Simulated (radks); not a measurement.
Results of a calculation; reference values are marked as such.
Initial-state core-level shifts of neutral potassium when its valence configuration changes from [Ar] 4s1. Level of theory: scalar-relativistic Kohn-Sham, r2SCAN, spin-polarised, spherical densities, finite nucleus; open shells are filled with parallel spins first; meta-GGA in the generalised Kohn-Sham scheme; Fermi nuclear charge, rms radius 3.4349 fm (a radial shooting solver on a logarithmic mesh with Libxc functionals). Shifts are changes of the shell-averaged eigenvalues in eV (positive: less bound); the change of the density at the nucleus, which sets a Mossbauer isomer shift, is in e/bohr^3, on a base of 5206.

valence          1s      2p      3s      3p  density at nucleus
4s0.5 4p0.5  -0.801  -0.800  -0.797  -0.785             -0.5801
4p1          -1.572  -1.568  -1.557  -1.533             -1.0734
3d1          -1.996  -1.917  -1.869  -1.869             -1.0892
3d0.5 4s0.5  -1.304  -1.276  -1.253  -1.248             -0.5099
